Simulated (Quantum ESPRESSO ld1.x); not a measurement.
Input file for ld1.x (Quantum ESPRESSO 7.5):

```
 &input
    atom='Fe',
    iswitch=1,
    rel=2,
    dft='REVPBE',
    config='[Ar] 3d5 4s1 4p1',
    rel_dist='energy',
    verbosity='high',
    lsmall=.true.,
    prefix='ld1',
    max_out_wfc=37,
    file_charge='ld1.rho',
 /
```

Command: `OMP_NUM_THREADS=1 ld1.x < ld1.in > ld1.out`

Standard output:

```
     Program LD1 v.7.5 starts

     --------------------------- All-electron run ----------------------------

     dirac relativistic calculation

     atomic number is 26.00
     dft =REVPBE   lsd =0 sic =0 latt =0  beta=0.20 tr2=1.0E-14
     Exchange-correlation= REVPBE
                           (   1   4   4   4   0   0   0)
     mesh =1983 r(mesh) =  99.27596 a.u. xmin = -8.00 dx = 0.00800
     1 Ry =  13.60569312 eV, c = 137.03599908

     n l j   nl                  e(Ry)          e(Ha)          e(eV)
     Spin orbit split results
     1 0 0.5 1S 1( 2.00)    -515.571984417    -257.785992208  -7014.7142028
     2 0 0.5 2S 1( 2.00)     -61.513097190     -30.756548595   -836.9283234
     2 1 0.5 2P 1( 2.00)     -53.195876721     -26.597938361   -723.7667741
     2 1 1.5 2P 1( 4.00)     -52.279072619     -26.139536310   -711.2930188
     3 0 0.5 3S 1( 2.00)      -8.121122060      -4.060561030   -110.4934946
     3 1 0.5 3P 1( 2.00)      -5.683078430      -2.841539215    -77.3222211
     3 1 1.5 3P 1( 4.00)      -5.567450968      -2.783725484    -75.7490294
     3 2 1.5 3D 1( 4.00)      -1.681841780      -0.840920890    -22.8826231
     3 2 2.5 3D 1( 1.00)      -1.669195587      -0.834597793    -22.7105629
     4 0 0.5 4S 1( 1.00)      -1.083478302      -0.541739151    -14.7414733
     4 1 0.5 4P 1( 1.00)      -0.673424984      -0.336712492     -9.1624137
     4 1 1.5 4P 1( 0.00)      -0.665737701      -0.332868850     -9.0578229
     Averaged results
     1 0     1S 1( 2.00)    -515.571984417    -257.785992208  -7014.7142028
     2 0     2S 1( 2.00)     -61.513097190     -30.756548595   -836.9283234
     2 1     2P 1( 6.00)     -52.584673987     -26.292336993   -715.4509372
     3 0     3S 1( 2.00)      -8.121122060      -4.060561030   -110.4934946
     3 1     3P 1( 6.00)      -5.605993455      -2.802996728    -76.2734266
     3 2     3D 1( 5.00)      -1.674254064      -0.837127032    -22.7793870
     4 0     4S 1( 1.00)      -1.083478302      -0.541739151    -14.7414733
     4 1     4P 1( 1.00)      -0.668300129      -0.334150064     -9.0926865

     final scf error:  5.9E-15 reached in  29 iterations

     Etot =   -2543.810627 Ry,   -1271.905313 Ha,  -34610.306753 eV

     Ekin =    2579.350846 Ry,    1289.675423 Ha,   35093.856063 eV
     Encl =   -6059.370231 Ry,   -3029.685116 Ha,  -82441.931885 eV
     Eh   =    1046.600660 Ry,     523.300330 Ha,   14239.727405 eV
     Exc  =    -110.391902 Ry,     -55.195951 Ha,   -1501.958336 eV

     normalization and overlap integrals

     s(1S/1S) =  1.000000  <r> =   0.0584  <r2> =    0.0046  r(max) =   0.0382
     LC norm =  0.99125133 + SC norm =  0.00874867 =  1.00000000
     s(1S/2S) =  0.000000
     s(1S/3S) = -0.000000
     s(1S/4S) =  0.000000
     s(2S/2S) =  1.000000  <r> =   0.2667  <r2> =    0.0840  r(max) =   0.2218
     LC norm =  0.99839388 + SC norm =  0.00160612 =  1.00000000
     s(2S/3S) =  0.000000
     s(2S/4S) = -0.000000
     s(2P/2P) =  1.000000  <r> =   0.2334  <r2> =    0.0671  r(max) =   0.1787
     LC norm =  0.99841307 + SC norm =  0.00158693 =  1.00000000
     s(2P/3P) =  0.000000
     s(2P/4P) = -0.000000
     s(2P/2P) =  1.000000  <r> =   0.2365  <r2> =    0.0687  r(max) =   0.1801
     LC norm =  0.99843509 + SC norm =  0.00156491 =  1.00000000
     s(2P/3P) =  0.000000
     s(2P/4P) = -0.000000
     s(3S/3S) =  1.000000  <r> =   0.8047  <r2> =    0.7466  r(max) =   0.7018
     LC norm =  0.99964669 + SC norm =  0.00035331 =  1.00000000
     s(3S/4S) =  0.000000
     s(3P/3P) =  1.000000  <r> =   0.8411  <r2> =    0.8320  r(max) =   0.7074
     LC norm =  0.99968551 + SC norm =  0.00031449 =  1.00000000
     s(3P/4P) =  0.000000
     s(3P/3P) =  1.000000  <r> =   0.8499  <r2> =    0.8495  r(max) =   0.7131
     LC norm =  0.99969064 + SC norm =  0.00030936 =  1.00000000
     s(3P/4P) = -0.000000
     s(3D/3D) =  1.000000  <r> =   1.0199  <r2> =    1.3361  r(max) =   0.6962
     LC norm =  0.99979015 + SC norm =  0.00020985 =  1.00000000
     s(3D/3D) =  1.000000  <r> =   1.0241  <r2> =    1.3475  r(max) =   0.7018
     LC norm =  0.99979147 + SC norm =  0.00020853 =  1.00000000
     s(4S/4S) =  1.000000  <r> =   2.5449  <r2> =    7.3848  r(max) =   2.1856
     LC norm =  0.99995483 + SC norm =  0.00004517 =  1.00000000
     s(4P/4P) =  1.000000  <r> =   3.1207  <r2> =   11.2079  r(max) =   2.6272
     LC norm =  0.99996958 + SC norm =  0.00003042 =  1.00000000
     s(4P/4P) =  1.000000  <r> =   3.1479  <r2> =   11.4008  r(max) =   2.6483
     LC norm =  0.99997003 + SC norm =  0.00002997 =  1.00000000

     LC charge = 24.96616038 + SC charge =  0.03383962 = 25.00000000

     ------------------------ End of All-electron run ------------------------
```

Run on one thread of a shared host, so times are rough (Intel(R) Xeon(R) Processor @ 2.60GHz): 0.68 s of CPU time, 0.72 s wall, 29 iterations on 1983 mesh points.
